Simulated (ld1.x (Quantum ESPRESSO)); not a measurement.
Which change was made? (Si, TM)

- Element: Si
- Generator: ld1.x (Quantum ESPRESSO) 7.5
- Type: norm-conserving Troullier–Martins (Kleinman–Bylander form)
- Functional: LDA (PZ)
- Relativity: scalar-relativistic
- Frozen core: [Ne]
- Valence charge: 4
- Reference configuration: 3s2 3p2
- Partial waves: 3s (bound): rc 1.70 bohr; 3p (bound): rc 2.35 bohr
- Local potential: the p channel
- Core correction: none

Cutoffs, loose and tight: the cutoffs (Ry, on a coarse ladder) from which the occupation-weighted sum of valence levels, in a spherical-Bessel basis at the reference potential, stays within 10 and 1 mRy of its value at 400 Ry. They do not see the model core or the augmentation charge, which bear on the density cutoff. Test errors are all-electron minus pseudo excitation energies from the reference, over the configurations 3s2 3p1; 3s2 3p0; 3s1 3p0; 3s0 3p4; 3s1 3p3; 3s2 3p1.5; 3s2 3p2.3 (two spin-polarised tests are not counted in the largest error); variants that change the core or the reference have their own tests.

The base gives: outcome: generated; cutoff, loose: 15 Ry; cutoff, tight: 40 Ry; bound ghosts: none; largest test error (meV): +222.

**Question.** After one change the result is: outcome: generated; cutoff, loose: 15 Ry; cutoff, tight: 40 Ry; bound ghosts: none; largest test error (meV): +80. Which change was it?
A. core correction a·sin(br)/r model core inside 1.42 bohr
B. core correction a·sin(br)/r model core inside 1.68 bohr
C. core correction a·sin(br)/r model core inside 1.32 bohr
D. core correction a·sin(br)/r model core inside 0.86 bohr
E. core correction a·sin(br)/r model core inside 1.86 bohr

**Answer.** A. The others give: core correction a·sin(br)/r model core inside 0.86 bohr → outcome: generated; cutoff, loose: 15 Ry; cutoff, tight: 40 Ry; bound ghosts: none; largest test error (meV): +42 | core correction a·sin(br)/r model core inside 1.86 bohr → outcome: generated; cutoff, loose: 15 Ry; cutoff, tight: 40 Ry; bound ghosts: none; largest test error (meV): +172 | core correction a·sin(br)/r model core inside 1.68 bohr → outcome: generated; cutoff, loose: 15 Ry; cutoff, tight: 40 Ry; bound ghosts: none; largest test error (meV): +137 | core correction a·sin(br)/r model core inside 1.32 bohr → outcome: generated; cutoff, loose: 15 Ry; cutoff, tight: 40 Ry; bound ghosts: none; largest test error (meV): +63.
